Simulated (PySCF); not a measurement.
Te(F)2, SMILES F[Te]F (F2Te) (PBE0/def2-SVP optimised geometry):

```
3

Te    -0.860    -0.958     0.000
F      1.067    -0.958     0.000
F     -1.067     0.958     0.000
```

Method: PBE0/def2-TZVP, def2 effective core potentials past Kr run with PySCF.

What are the frontier orbital energies and the dipole moment?

HOMO-2 -11.78 eV, HOMO-1 -11.51 eV, HOMO -6.82 eV, LUMO -2.89 eV, LUMO+1 -2.26 eV; dipole moment 3.01 D.

On the same geometry PBE/def2-TZVP, def2 effective core potentials past Kr in PySCF gives HOMO-2 -9.78 eV, HOMO-1 -9.76 eV, HOMO -5.56 eV, LUMO -3.71 eV, LUMO+1 -3.16 eV; dipole moment 2.76 D.
